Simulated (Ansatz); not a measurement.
```yaml
crystal:
  periodic: [false, false, false]
  atoms:
    - {symbol: N, position_ang: [0.802624, 1.351224, -0.251414]}
    - {symbol: C, position_ang: [0.838628, 0.108800, -0.529072]}
    - {symbol: O, position_ang: [1.838335, -0.357584, -1.297517]}
    - {symbol: O, position_ang: [0.037535, -0.879529, -0.190553]}
    - {symbol: In, position_ang: [-1.639682, -0.746569, 0.930959]}
    - {symbol: H, position_ang: [0.010749, 1.594662, 0.332339]}
    - {symbol: H, position_ang: [2.379698, 0.413996, -1.503934]}
    - {symbol: H, position_ang: [-2.269646, -2.316229, 1.051357]}
    - {symbol: H, position_ang: [-1.998251, 0.831220, 1.457855]}
basis:
  gaussian: {orbitals: def2-TZVPD, final_grid: {core_spheres: 5, valence_spheres: 4, degree: 11}}
magnetization: {spin_polarized: true, initial_magnetization: 2}
hamiltonian: {xc: {name: BLYP}, dispersion: d4}
scf: {lower_state_search: off}
output: {forces: true}
```

```sh
$ ansatz run in.yaml --threads 2 --pin off --events-out ev --progress --plain --max-ram 22528MiB --backend cpu
```

Output, abridged:

```
Functional definition: BLYP
1356 factors; their error is unknown
mean field evaluation 1: about -11824.6478 eV, gradient 7.8e1 eV
mean field evaluation 2: about -10948.6889 eV, gradient 3.2e2 eV
mean field evaluation 4: about -11833.5901 eV, gradient 7.0e1 eV
mean field evaluation 8: about -11855.3672 eV, gradient 1.0e1 eV
mean field evaluation 16: about -11856.0858 eV, gradient 6.4e-1 eV
mean field -11856.10219561 eV, -435.7037193339 hartree, gradient 3.7e-6 eV, S^2 2.004026; 0 other end points of the search recorded, 0 dependent functions left out
reference -11856.10268051 eV, -435.7037371538 hartree; 28, 26 occupied and 218, 220 virtual orbitals, 1356 factors
Total energy: -11856.50564120 eV, -435.7185456858 hartree
Atom 0 at     0.802624     1.351224    -0.251414 Å, force     0.261382     3.484419     0.732319 eV/Å
Atom 1 at     0.838628     0.108800    -0.529072 Å, force    -1.052252    -5.568790    -1.011747 eV/Å
Atom 2 at     1.838335    -0.357584    -1.297517 Å, force     0.229099    -0.098612    -0.187896 eV/Å
Atom 3 at     0.037535    -0.879529    -0.190553 Å, force     2.383749     1.438630    -0.731081 eV/Å
Atom 4 at    -1.639682    -0.746569     0.930959 Å, force    -1.972540    -0.101449     1.147826 eV/Å
Atom 5 at     0.010749     1.594662     0.332339 Å, force    -0.466419     0.264783     0.353785 eV/Å
Atom 6 at     2.379698     0.413996    -1.503934 Å, force     0.722066     0.546147    -0.349459 eV/Å
Atom 7 at    -2.269646    -2.316229     1.051357 Å, force    -0.151588    -0.292328    -0.023916 eV/Å
Atom 8 at    -1.998251     0.831220     1.457855 Å, force     0.046505     0.327201     0.070169 eV/Å
Dipole moment:     0.427469     0.373738    -0.219582 e Å
Checks for a lower state left out: stability, starts, cluster_reference, orbital_swaps, neighbouring_geometries, increment
```

Run time 5.5 s (2 threads of an AMD EPYC 7R13 on a shared host); peak host memory 0.35 GiB.
